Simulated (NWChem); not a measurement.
**Lowest excitation of BrClSi**

```
Si
Cl 1 2.0901
Br 1 2.2585 2 101.79
```
Charge 0, spin multiplicity 1.

Everything below was run with NWChem. The geometry was optimised at PBE0/def2-SVP, a minimum by its harmonic frequencies.

Basis set: def2-SVPD.

| method | lowest vertical singlet excitation energy (eV) | relative cost | difference from EOM-CCSD |
|---|---|---|---|
| TDA-PBE0 | 3.70 | under 3 | -0.04 |
| EOM-CCSD | 3.74 | under 3 | 0.00 |
| TD-PBE | 3.40 | 1 | -0.34 |
| TD-B3LYP | 3.55 | under 3 | -0.19 |
| CIS | 4.01 | under 3 | +0.27 |

The values span 0.61 eV, from TD-PBE (lowest) to CIS (highest). Relative cost: rough, from shared machines, SCF included, TD-PBE = 1.

The Hamiltonian is non-relativistic. The correlated methods keep 19 core orbitals frozen. B3LYP has NWChem's definition, with VWN1-RPA local correlation. The structure started from a generated list of species. Coupled-cluster values serve here as a point of comparison, not as the truth.
